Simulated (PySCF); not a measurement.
formaldehyde (CH$_{2}$O), singlet, at a GFN2-xTB geometry; PBE/6-31G** (PySCF).

The PySCF input:
```python
from pyscf import gto, scf, dft

mol = gto.Mole()
mol.atom = '''
    O    -0.03219574    0.01611315    0.66978750
    C     0.02502329   -0.01252352   -0.52057460
    H     0.02949294    0.89965871   -1.14088032
    H     0.07793327   -0.95342279   -1.09397208
'''
mol.basis = '6-31g**'
mol.verbose = 4
mol.build()

mf = dft.RKS(mol)
mf.xc = 'pbe'
mf.grids.level = 7
mf.kernel()
```

What the program printed (banner, timings and long lists left out):

```
PySCF version 2.14.0

[INPUT] verbose = 4
[INPUT] num. atoms = 4
[INPUT] num. electrons = 16
[INPUT] charge = 0
[INPUT] spin (= nelec alpha-beta = 2S) = 0
[INPUT] symmetry False subgroup None
[INPUT] Mole.unit = angstrom
[INPUT] Symbol           X                Y                Z      unit          X                Y                Z       unit  Magmom
[INPUT]  1 O     -0.032195740000   0.016113150000   0.669787500000 AA   -0.060841130978   0.030449440504   1.265714936657 Bohr   0.0
[INPUT]  2 C      0.025023290000  -0.012523520000  -0.520574600000 AA    0.047287164836  -0.023666022916  -0.983743421405 Bohr   0.0
[INPUT]  3 H      0.029492940000   0.899658710000  -1.140880320000 AA    0.055733579208   1.700108567480  -2.155951345706 Bohr   0.0
[INPUT]  4 H      0.077933270000  -0.953422790000  -1.093972080000 AA    0.147272536292  -1.801707954019  -2.067307619121 Bohr   0.0

nuclear repulsion = 31.5500779042297
number of shells = 18
number of NR pGTOs = 68
number of NR cGTOs = 38
basis = 6-31g**
ecp = {}

******** <class 'pyscf.dft.rks.RKS'> ********
method = RKS
initial guess = minao
damping factor = 0
level_shift factor = 0
DIIS = <class 'pyscf.scf.diis.CDIIS'>
diis_start_cycle = 1
diis_space = 8
diis_damp = 0
SCF conv_tol = 1e-09
SCF conv_tol_grad = None
SCF max_cycles = 50
direct_scf = True
direct_scf_tol = 1e-13
XC library pyscf.dft.libxc version 7.1.2
    S. Lehtola, C. Steigemann, M. J. T. Oliveira, and M. A. L. Marques,  SoftwareX 7, 1–5 (2018)
XC functionals = pbe
    J. P. Perdew, K. Burke, and M. Ernzerhof,  Phys. Rev. Lett. 77, 3865 (1996)
    J. P. Perdew, K. Burke, and M. Ernzerhof,  Phys. Rev. Lett. 78, 1396 (1997)
    J. P. Perdew, K. Burke, and M. Ernzerhof,  Phys. Rev. Lett. 77, 3865 (1996)
    J. P. Perdew, K. Burke, and M. Ernzerhof,  Phys. Rev. Lett. 78, 1396 (1997)
radial grids:
    Treutler-Ahlrichs [JCP 102, 346 (1995); DOI:10.1063/1.469408] (M4) radial grids

becke partition: Becke, JCP 88, 2547 (1988); DOI:10.1063/1.454033
pruning grids: <function nwchem_prune>
grids dens level: 7
symmetrized grids: False
atomic radii adjust function: <function treutler_atomic_radii_adjust>
small_rho_cutoff = 0
Set gradient conv threshold to 3.16228e-05
Initial guess from minao.
tot grids = 273552
init E= -114.494993302791
  HOMO = -0.316656457576162  LUMO = -0.129293374801692  gap/eV = 5.09841
cycle= 1 E= -114.250616908772  delta_E= 0.244  |g|= 0.751  |ddm|= 1.89
  HOMO = -0.0515051150401478  LUMO = 0.0505917501449608  gap/eV = 2.77820
cycle= 2 E= -113.369364857117  delta_E= 0.881  |g|= 2.11  |ddm|= 2.98
  HOMO = -0.203969783401569  LUMO = -0.0563999020728012  gap/eV = 4.01558
cycle= 3 E= -114.362638744559  delta_E= -0.993  |g|= 0.112  |ddm|= 2.48
  HOMO = -0.22211273190317  LUMO = -0.086922377643166  gap/eV = 3.67872
cycle= 4 E= -114.364743746413  delta_E= -0.00211  |g|= 0.0734  |ddm|= 0.158
  HOMO = -0.213331582524572  LUMO = -0.075285662794919  gap/eV = 3.75642
cycle= 5 E= -114.366100207877  delta_E= -0.00136  |g|= 0.00935  |ddm|= 0.071
  HOMO = -0.21380650607115  LUMO = -0.0755994484139357  gap/eV = 3.76081
cycle= 6 E= -114.366123735816  delta_E= -2.35e-05  |g|= 0.00082  |ddm|= 0.0107
  HOMO = -0.213889536403622  LUMO = -0.0756358265896915  gap/eV = 3.76208
cycle= 7 E= -114.366123875749  delta_E= -1.4e-07  |g|= 6.62e-05  |ddm|= 0.000792
  HOMO = -0.213894510902294  LUMO = -0.0756361494302498  gap/eV = 3.76220
cycle= 8 E= -114.366123876581  delta_E= -8.32e-10  |g|= 2.87e-05  |ddm|= 7.71e-05
  HOMO = -0.213901691207171  LUMO = -0.0756386968655569  gap/eV = 3.76233
Extra cycle  E= -114.36612387521  delta_E= 1.37e-09  |g|= 8.74e-05  |ddm|= 8.38e-05
converged SCF energy = -114.36612387521
```
